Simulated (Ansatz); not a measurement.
A nudged elastic band was laid between two geometries of ClH + GeH4O2 (9 atoms, charge 0, multiplicity 1).

Computed with RKS B3LYP/def2-SVP (Ansatz 0.2.0).

| Item | Value |
| --- | --- |
| movable images | 5 |
| climbing image | yes |
| spring | 5.0 eV/Å² |
| optimiser | quadratic models (default) |
| start path | straight line |
| force threshold | 0.05 eV/Å |
| iteration limit | 60 |
| end points | relaxed |

Initial state:

```xyz
9
Properties=species:S:1:pos:R:3
Ge -0.190 -0.175 -0.161
O -0.076 0.206 1.601
H -0.907 0.143 2.093
H 1.213 0.104 -0.687
O -1.292 0.963 -0.967
H -2.222 0.703 -0.948
H -0.718 -1.619 -0.304
Cl 1.824 2.582 2.192
H 1.009 1.560 2.053
```

Final state:

```xyz
9
Properties=species:S:1:pos:R:3
Ge 1.005 0.125 -0.151
O -1.900 0.985 1.411
H -2.238 0.156 1.776
H 2.250 0.409 -0.997
O -0.340 1.012 -0.858
H -1.092 1.037 -0.226
H 0.695 -1.367 0.074
Cl 1.383 0.919 1.885
H -1.123 1.192 1.959
```

**Question.** Which bonds break or form, and what moves?

**Answer.** Bonds broken: Ge1–O2, Cl8–H9. Bonds formed: Ge1–Cl8, O2–H9. ClH + GeH4O2 becomes ClGeH3O + H2O.

**Question.** What energy profile does the band end with?

**Answer.** It converged. The highest image is number 3 of 0 to 6, 0.49 eV above the first end and 1.11 eV above the last; the last end lies 0.61 eV below the first. The order of the stationary point at the top wasn't checked. The orbitals stay closed-shell, which can raise the energy where a bond breaks towards radicals; this wasn't checked here.

| image | path coordinate (Å) | energy (eV) | Ge1–O2 (Å) | Cl8–H9 (Å) | Ge1–Cl8 (Å) |
| --- | --- | --- | --- | --- | --- |
| 0 | 0.00 | 0.00 | 1.81 | 1.31 | 4.15 |
| 1 | 1.53 | 0.00 | 1.81 | 1.31 | 4.17 |
| 2 | 3.06 | 0.00 | 1.81 | 1.32 | 3.93 |
| 3 | 4.59 | 0.49 | 1.96 | 1.75 | 2.75 |
| 4 | 7.07 | -0.40 | 2.99 | 2.64 | 2.19 |
| 5 | 9.56 | -0.60 | 3.54 | 2.50 | 2.22 |
| 6 | 12.05 | -0.61 | 3.41 | 2.52 | 2.22 |

**Question.** What is the geometry of the highest image?

**Answer.** 
```xyz
9
Properties=species:S:1:pos:R:3
Ge 0.225 0.384 -0.023
O -0.612 1.255 1.517
H -1.534 1.016 1.708
H 1.257 1.379 -0.525
O -1.242 0.650 -1.033
H -1.652 -0.175 -1.321
H 0.370 -1.138 0.033
Cl 1.701 0.164 2.290
H 0.126 0.931 2.228
```

Run time: 8 min on 2 threads of Arm Neoverse V2, with other jobs on the host, peak memory 0.23 GiB.
